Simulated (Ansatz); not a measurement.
The cluster Pt₂Au, relaxed as a doublet with UKS PBE0-D4/def2-TZVP in Ansatz, starting from the GFN1-xTB geometry. Force threshold 0.02 eV/Å.

In the def2 sets Au, Pt take a core potential; there is no spin–orbit coupling. The relaxation made no stability test and no search for a lower SCF solution. The structure comes from a short search, and lower isomers may exist.

Start:

```xyz
3

Pt   -0.7932    1.0332    0.4737
Pt    0.4959    0.1195   -1.2885
Au    0.2973   -1.1526    0.8148
```

Problem. Estimate the energy that the relaxation releases and the steps that it takes.

Solution. 25.8 kJ/mol, in 4 steps; 13 s on 4 threads of Arm Neoverse V2 on a shared host. No frequencies were taken in this run, so the end may be a saddle point.

Problem. Does the start keep its bonding and symmetry?

Solution. By distances, no bond broke or formed. The bond that changes most is Pt2–Au3, from 2.47 to 2.59 Å (atoms count from 1). Point group C2v at the start, C2v at the end, both within 0.05 Å.

Problem. Predict the relaxed structure.

Solution. 
Cartesian coordinates in Å:
```
Pt -0.834 1.086 0.499
Pt 0.522 0.125 -1.355
Au 0.312 -1.211 0.856
```
Bond lengths (bridged metal pairs left out): 2 × Au–Pt 2.59 Å; 1 × Pt–Pt 2.49 Å.
